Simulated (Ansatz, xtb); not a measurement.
**A geometry optimisation of C2H8AlBrSi with r2SCAN-D4/def2-SVP**

The starting geometry of this gas-phase singlet was built from a drawn formula by distance geometry and a force field; its bonds are those of `[CH3][AlH][C@@H]([SiH3])Br`.

```yaml
atoms:
  - { symbol: C, position_ang: [-1.5097, 1.9488, 1.0183] }
  - { symbol: C, position_ang: [-1.4487, -1.4749, 1.2895] }
  - { symbol: Al, position_ang: [-0.5433, 0.2760, 1.5658] }
  - { symbol: Br, position_ang: [-0.2833, -2.8643, 1.8984] }
  - { symbol: Si, position_ang: [-1.8444, -1.6828, -0.4993] }
  - { symbol: H, position_ang: [-1.5760, 2.6307, 1.9274] }
  - { symbol: H, position_ang: [-2.4714, 1.7548, 0.6093] }
  - { symbol: H, position_ang: [-0.8905, 2.4856, 0.2374] }
  - { symbol: H, position_ang: [0.9080, 0.3491, 2.1649] }
  - { symbol: H, position_ang: [-2.3853, -1.5168, 1.8604] }
  - { symbol: H, position_ang: [-0.5835, -1.6721, -1.2763] }
  - { symbol: H, position_ang: [-2.5013, -3.0114, -0.6776] }
  - { symbol: H, position_ang: [-2.6914, -0.6367, -0.9627] }
```

Question: Where would you expect an optimisation with r2SCAN-D4/def2-SVP to take it?

Answer: A new bond forms, giving a structure with Br4 bridging Al3 and C2, given below by its coordinates. Contacts that close: Al3–Br4 (3.17 → 2.64 Å).

The energy falls by 0.47 eV over 30 steps:

| step | E − E(last) (eV) |
| --- | --- |
| 1 | 0.468 |
| 4 | 0.230 |
| 7 | 0.227 |
| 11 | 0.224 |
| 14 | 0.213 |
| 17 | 0.180 |
| 20 | 0.047 |
| 24 | 0.001 |
| 27 | 0.000 |
| 30 | 0.000 |

Final geometry (Å):

```yaml
atoms:
  - { symbol: C, position_ang: [-1.3926, 2.1097, 1.8534] }
  - { symbol: C, position_ang: [-1.8929, -1.0028, 0.5822] }
  - { symbol: Al, position_ang: [-0.6825, 0.5204, 0.9707] }
  - { symbol: Br, position_ang: [-1.1947, -1.6380, 2.4051] }
  - { symbol: Si, position_ang: [-1.5371, -2.3273, -0.7003] }
  - { symbol: H, position_ang: [-0.6811, 2.5254, 2.5871] }
  - { symbol: H, position_ang: [-2.3412, 1.9147, 2.3804] }
  - { symbol: H, position_ang: [-1.5871, 2.9134, 1.1200] }
  - { symbol: H, position_ang: [0.7927, 0.3956, 0.3975] }
  - { symbol: H, position_ang: [-2.9683, -0.8396, 0.7584] }
  - { symbol: H, position_ang: [-0.0674, -2.5561, -0.7992] }
  - { symbol: H, position_ang: [-2.2161, -3.6232, -0.3940] }
  - { symbol: H, position_ang: [-2.0525, -1.8063, -2.0059] }
```

From the same start GFN2-xTB reaches the same bonding as this run.

No frequencies were run, so the end isn't proven a minimum. Run with Ansatz 0.2.0, 4.6 min on 2 threads of AMD EPYC (Zen 3), on a shared host.
